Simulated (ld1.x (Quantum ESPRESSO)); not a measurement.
Scattering properties, TM potential for Ga (Z = 31)

```
Element                 : gallium (Ga)
Generator               : ld1.x (Quantum ESPRESSO) 7.5
Type                    : norm-conserving Troullier–Martins (Kleinman–Bylander form)
Functional              : LDA (PZ)
Relativity              : scalar-relativistic
Frozen core             : [Ar]
Valence charge          : 13
Reference configuration : 3d10 4s2 4p0.5 (charge +0.5)
Partial waves           : 4s (bound): rc 2.00 bohr; 4p (bound): rc 2.65 bohr; 3d (bound): rc 1.35 bohr
Local potential         : all-electron potential smoothed inside 1.45 bohr (lloc = -2)
Core correction         : none
```

The phase is arctan(r·u′/u) with u = r·R(r), unwrapped; energies in Ry, scanned from -4 to 5 Ry. A pole is an energy at which the radial function vanishes at the test radius. The pseudo phase is shifted by a multiple of π to meet the all-electron one at the reference energy, and phase errors are pseudo minus all-electron; the curves can meet again beyond the range given. Levels narrower than the energy grid can be missing from the lists of poles.

Question: For each channel, where are the poles, and over which energies does the pseudopotential scatter like the atom?

Answer:

```csv
channel,radius (bohr),reference energy (Ry),"poles, all-electron","poles, pseudo",unbroken range about the reference energy with phases within 0.05 rad,phase error 1 Ry above the reference energy (rad)
s,2.89,-0.93,-0.26,"-0.27, 2.88",below 1.0,-0.005
p,2.89,-0.43,0.70,"0.68, 4.79",below 1.9,-0.005
d,2.89,-1.71,"-1.69, 2.44","-1.69, 2.61",below 0.4,+0.002
```

Phases in the s channel:

| E (Ry) | all-electron | pseudo |
| --- | --- | --- |
| -4.00 | 1.368 | 1.368 |
| -3.52 | 1.348 | 1.348 |
| -3.04 | 1.320 | 1.319 |
| -2.56 | 1.276 | 1.276 |
| -2.08 | 1.196 | 1.195 |
| -1.60 | 0.981 | 0.979 |
| -1.12 | -0.286 | -0.288 |
| -0.64 | -1.391 | -1.392 |
| -0.16 | -1.598 | -1.602 |
| 0.32 | -1.701 | -1.710 |
| 0.80 | -1.793 | -1.819 |
| 1.28 | -1.921 | -2.018 |
| 1.76 | -2.188 | -2.879 |
| 2.24 | -3.030 | -4.334 |
| 2.72 | -4.063 | -4.650 |
| 3.20 | -4.396 | -4.837 |
| 3.68 | -4.529 | -5.236 |
| 4.16 | -4.601 | -7.075 |
| 4.64 | -4.649 | -7.577 |
